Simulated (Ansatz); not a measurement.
CN-, closed-shell singlet (lowest of 2S+1 = 1, 3, 5 at CCSD(T)/def2-TZVPP on PBE0 minima; our sources give no spin for the ground state, which may be another), most abundant isotopes (12.0000 and 14.0031 u). Constants from fifth-degree fits in 1/R to seven points on the lowest solution found; no spin–orbit coupling, no relativity up to Kr; ω_e x_e and α_e move by some per cent with the fit.

Correlated levels freeze the cores. CBS: X⁻³ extrapolation of the correlation energy, Hartree–Fock from the larger set.

Programs: Ansatz (an electronic-structure program) with Gaussian orbitals. Values without a source in brackets are computed.

| level | r_e (Å) | ω_e (cm⁻¹) | ω_e x_e (cm⁻¹) | α_e (cm⁻¹) |
|---|---|---|---|---|
| PBE/def2-TZVPP | 1.1820 | 2064.3 | 11.9 | 0.0162 |
| CCSD(T)/CBS(aug-cc-pVQZ, aug-cc-pV5Z) | 1.1796 | 2067.6 | 12.3 | 0.0165 |

### Question
Derive the rotational constants, the centrifugal constant, the fundamental, the zero-point energy and the force constant.

### Answer

μ = 6.46219 u.
- PBE/def2-TZVPP: B_e = 16.8576/(μ r_e²) = 1.8671 cm⁻¹; B₀ = B_e − α_e/2 = 1.8590 cm⁻¹; D = 4B_e³/ω_e² = 6.11e-06 cm⁻¹; fundamental ω_e − 2ω_e x_e = 2041 cm⁻¹; zero-point energy ω_e/2 − ω_e x_e/4 = 1029 cm⁻¹; k = μ(2πcω_e)² = 1620 N/m; the line J = 1 ← 0 at 2B₀ = 111.5 GHz
- CCSD(T)/CBS(aug-cc-pVQZ, aug-cc-pV5Z): B_e = 16.8576/(μ r_e²) = 1.8747 cm⁻¹; B₀ = B_e − α_e/2 = 1.8665 cm⁻¹; D = 4B_e³/ω_e² = 6.17e-06 cm⁻¹; fundamental ω_e − 2ω_e x_e = 2043 cm⁻¹; zero-point energy ω_e/2 − ω_e x_e/4 = 1031 cm⁻¹; k = μ(2πcω_e)² = 1630 N/m; the line J = 1 ← 0 at 2B₀ = 111.9 GHz
